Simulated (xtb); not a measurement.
A run for xtb: GFN2-xTB on P2+, 2S+1 = 2, a spin state set in the input, which need not be the lowest, a point of a bond scan (R = 1.973 Å). Charge +1.

```
$ xtb mol.xyz --gfn 2 --sp --chrg 1 --uhf 1
2

P      0.00000000     0.00000000     0.00000000
P      0.00000000     0.00000000     1.97340300
```

Output:

```
[...]
           -------------------------------------------------
          |                Calculation Setup                |
           -------------------------------------------------



           -------------------------------------------------
          |                 G F N 2 - x T B                 |
           -------------------------------------------------

        Reference                      10.1021/acs.jctc.8b01176
      * Hamiltonian:
        H0-scaling (s, p, d)           1.850000    2.230000    2.230000
        zeta-weighting                 0.500000
      * Dispersion:
        s8                             2.700000
        a1                             0.520000
        a2                             5.000000
        s9                             5.000000
      * Repulsion:
        kExp                           1.500000    1.000000
        rExp                           1.000000
      * Coulomb:
        alpha                          2.000000
        third order                    shell-resolved
        anisotropic                    true
        a3                             3.000000
        a5                             4.000000
        cn-shift                       1.200000
        cn-exp                         4.000000
        max-rad                        5.000000


          ...................................................
          :                      SETUP                      :
          :.................................................:
          :  # basis functions                  20          :
          :  # atomic orbitals                  18          :
          :  # shells                            6          :
          :  # electrons                         9          :
          :  max. iterations                   250          :
          :  Hamiltonian                  GFN2-xTB          :
          :  restarted?                      false          :
          :  GBSA solvation                  false          :
          :  PC potential                    false          :
          :  electronic temp.          300.0000000     K    :
          :  accuracy                    1.0000000          :
          :  -> integral cutoff          0.2500000E+02      :
          :  -> integral neglect         0.1000000E-07      :
          :  -> SCF convergence          0.1000000E-05 Eh   :
          :  -> wf. convergence          0.1000000E-03 e    :
          :  Broyden damping             0.4000000          :
          :  net charge                          1          :
          :  unpaired electrons                  1          :
          ...................................................

 iter      E             dE          RMSdq      gap      omega  full diag
   1     -4.5301833 -0.453018E+01  0.275E+01    2.70       0.0  T
   2     -4.5345391 -0.435580E-02  0.147E+01    2.58       1.0  T
   3     -4.5347207 -0.181551E-03  0.119E+00    2.60       1.0  T
   4     -4.5348151 -0.944645E-04  0.155E-01    2.64       1.0  T
   5     -4.5348157 -0.553817E-06  0.103E-01    2.64       1.0  T
   6     -4.5348161 -0.369817E-06  0.652E-03    2.64      10.8  T
   7     -4.5348161 -0.161572E-08  0.491E-05    2.64    1439.0  T
   8     -4.5348161 -0.293099E-13  0.426E-05    2.64    1659.0  T

   *** convergence criteria satisfied after 8 iterations ***

         #    Occupation            Energy/Eh            Energy/eV
      -------------------------------------------------------------
         1        2.0000           -0.9020133             -24.5450
         2        2.0000           -0.8041734             -21.8827
         3        2.0000           -0.6391466             -17.3921
         4        1.5000           -0.6183939             -16.8274
         5        1.5000           -0.6183939             -16.8274 (HOMO)
         6                         -0.5213424             -14.1864 (LUMO)
         7                         -0.5213424             -14.1864
         8                         -0.3494823              -9.5099
         9                         -0.1990626              -5.4168
        10                         -0.1990626              -5.4168
       ...                                ...                  ...
        18                          1.0088532              27.4523
      -------------------------------------------------------------
                  HL-Gap            0.0970515 Eh            2.6409 eV
             Fermi-level           -0.5941310 Eh          -16.1671 eV

 SCC (total)                   0 d,  0 h,  0 min,  0.003 sec
 SCC setup                      ...        0 min,  0.000 sec (  3.851%)
 Dispersion                     ...        0 min,  0.000 sec (  0.866%)
 classical contributions        ...        0 min,  0.000 sec (  0.987%)
 integral evaluation            ...        0 min,  0.001 sec ( 17.117%)
 iterations                     ...        0 min,  0.002 sec ( 53.535%)
 molecular gradient             ...        0 min,  0.001 sec ( 18.392%)
 printout                       ...        0 min,  0.000 sec (  4.663%)

         :::::::::::::::::::::::::::::::::::::::::::::::::::::
         ::                     SUMMARY                     ::
         :::::::::::::::::::::::::::::::::::::::::::::::::::::
         :: total energy              -4.507228656984 Eh    ::
         :: gradient norm              0.003537117987 Eh/a0 ::
         :: HOMO-LUMO gap              2.640904786925 eV    ::
         ::.................................................::
         :: SCC energy                -4.534816071518 Eh    ::
         :: -> isotropic ES            0.117229701152 Eh    ::
         :: -> anisotropic ES         -0.025510415547 Eh    ::
         :: -> anisotropic XC          0.003381970393 Eh    ::
         :: -> dispersion             -0.000970110127 Eh    ::
         :: repulsion energy           0.027587414533 Eh    ::
         :: add. restraining           0.000000000000 Eh    ::
         :: total charge               1.000000000326 e     ::
         :::::::::::::::::::::::::::::::::::::::::::::::::::::

           -------------------------------------------------
          |                Property Printout                |
           -------------------------------------------------

    * Orbital Energies and Occupations

         #    Occupation            Energy/Eh            Energy/eV
      -------------------------------------------------------------
         1        2.0000           -0.9020133             -24.5450
         2        2.0000           -0.8041734             -21.8827
         3        2.0000           -0.6391466             -17.3921
         4        1.5000           -0.6183939             -16.8274
         5        1.5000           -0.6183939             -16.8274 (HOMO)
         6                         -0.5213424             -14.1864 (LUMO)
         7                         -0.5213424             -14.1864
         8                         -0.3494823              -9.5099
         9                         -0.1990626              -5.4168
        10                         -0.1990626              -5.4168
        11                         -0.1510945              -4.1115
        12                         -0.1510945              -4.1115
        13                         -0.1289831              -3.5098
        14                         -0.1289831              -3.5098
        15                         -0.0722453              -1.9659
        16                          0.0406544               1.1063
       ...                                ...                  ...
        18                          1.0088532              27.4523
      -------------------------------------------------------------
                  HL-Gap            0.0970515 Eh            2.6409 eV
             Fermi-level           -0.5941310 Eh          -16.1671 eV
Note: The following floating-point exceptions are signalling: IEEE_DENORMAL
normal termination of xtb

     #   Z          covCN         q      C6AA      α(0)
     1  15 P        0.981     0.500   163.319    23.752
     2  15 P        0.981     0.500   163.319    23.752

 Mol. C6AA /au·bohr⁶  :        653.274483
 Mol. C8AA /au·bohr⁸  :      36191.233064
 Mol. α(0) /au        :         47.503032


Wiberg/Mayer (AO) data.
largest (>0.10) Wiberg bond orders for each atom

 ---------------------------------------------------------------------------
     #   Z sym  total        # sym  WBO       # sym  WBO       # sym  WBO
 ---------------------------------------------------------------------------
     1  15 P    2.416 --     2 P    2.416
     2  15 P    2.416 --     1 P    2.416
 ---------------------------------------------------------------------------

Topologies differ in total number of bonds
Writing topology from bond orders to xtbtopo.mol

molecular dipole:
                 x           y           z       tot (Debye)
 q only:        0.000       0.000       1.865
   full:        0.000       0.000       1.865       4.739
molecular quadrupole (traceless):
                xx          xy          yy          xz          yz          zz
 q only:       -3.477       0.000      -3.477       0.000       0.000       6.953
  q+dip:       -3.786       0.000      -3.786      -0.000       0.000       7.572
   full:       -1.890      -0.000      -1.890      -0.000       0.000       3.780


           -------------------------------------------------
          | TOTAL ENERGY               -4.507228656984 Eh   |
          | GRADIENT NORM               0.003537117987 Eh/α |
          | HOMO-LUMO GAP               2.640904786925 eV   |
           -------------------------------------------------

------------------------------------------------------------------------
------------------------------------------------------------------------
 total:
 SCF:
```

The run finished.

Cost: around 0.06 core-seconds (rough).
